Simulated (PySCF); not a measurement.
Computed with PBE-D3(BJ)/def2-TZVP // r2SCAN-D4/def2-TZVP (PySCF). Gas-phase values, no solvent. One relaxed conformer stands for a flexible species; it need not be the lowest. Delta-SCF ions had no search for a lower state. Excitations are Tamm–Dancoff values on a coarser integration grid. The basis has no diffuse functions, so Rydberg states are missing or too high.

Reference species (SMILES): `C=[SiH]N` (neutral, multiplicity 1).

```yaml
vertical ionisation energy (Delta-SCF): 7.79 eV
brightest of the four lowest singlets (TDA): 5.52 eV
S1–T1 gap (TDA): 1.24 eV
LUMO: -0.77 eV
```

After one change: the vertical ionisation energy (Delta-SCF) rises by 1.58 eV; the brightest of the four lowest singlets (TDA) goes up by 1.01 eV; the S1–T1 gap (TDA) falls by 0.51 eV; the LUMO falls by 1.11 eV.

Problem. Which change was made? The new species is one of these.
(A) `NC=[SiH2]`
(B) `[H]/N=[SiH]\C`
(C) `C=N[SiH3]`

Solution. B, `[H]/N=[SiH]\C`
